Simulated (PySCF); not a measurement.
Computed with B3LYP-D3(BJ)/def2-TZVP // M06-2X/def2-TZVP (PySCF). All species are isolated molecules in the gas phase. B3LYP has the VWN-RPA correlation part, as in Gaussian. Delta-SCF ions had no search for a lower state. 

Reference species (SMILES): `N=C=[OH+]` (not the most basic site) (charge +1, multiplicity 1).

```
Property                                            Result
------------------------------------------------  --------
adiabatic ionisation energy (no zero-point term)  19.89 eV
vertical ionisation energy (Delta-SCF)            20.17 eV
```

Changed species: `[NH2+]=C=O` (proton added at N1; the reference has proton added at O3).

Problem. Predict the effect on the adiabatic ionisation energy (no zero-point term) and vertical ionisation energy (Delta-SCF).

Solution. the adiabatic ionisation energy (no zero-point term) rises by 0.13 eV, to 20.02 eV; the vertical ionisation energy (Delta-SCF) hardly moves.
